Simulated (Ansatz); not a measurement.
input.yaml

```yaml
crystal:
  periodic: [false, false, false]
  atoms:
    - { symbol: Mg, position_ang: [-0.101008, 0.371392, -0.619113] }
    - { symbol: Cl, position_ang: [1.693854, -2.16242, 1.439768] }
    - { symbol: C, position_ang: [-2.062312, -0.28517, -0.366301] }
    - { symbol: H, position_ang: [1.665069, 1.385641, 0.845485] }
    - { symbol: O, position_ang: [1.590675, 1.126918, -1.391307] }
    - { symbol: H, position_ang: [1.539786, -0.944318, 1.895715] }
    - { symbol: F, position_ang: [0.908985, 1.038602, 1.241348] }
    - { symbol: H, position_ang: [-2.800527, 0.475912, -0.673492] }
    - { symbol: H, position_ang: [-2.28181, -0.543951, 0.684046] }
    - { symbol: H, position_ang: [-2.266186, -1.187558, -0.968186] }
    - { symbol: H, position_ang: [2.113473, 0.724753, -2.088263] }
basis:
  gaussian: { orbitals: def2-SVP }
hamiltonian:
  xc: pbe0
  dispersion: d4
relax:
  f_tol: 0.03
  max_steps: 50
```

Launched with:

```bash
$ ansatz run input.yaml --threads 2 --pin off --max-ram 3072MiB --backend cpu --events-out ev --progress --plain --runs-dir out
```

Hardware: 2 threads of Arm Neoverse V1, with other jobs on the host.

Problem. Roughly how long does this run take, and how much memory?

Solution. 2.3 min, with a peak of 0.23 GiB, for 36 ionic steps.
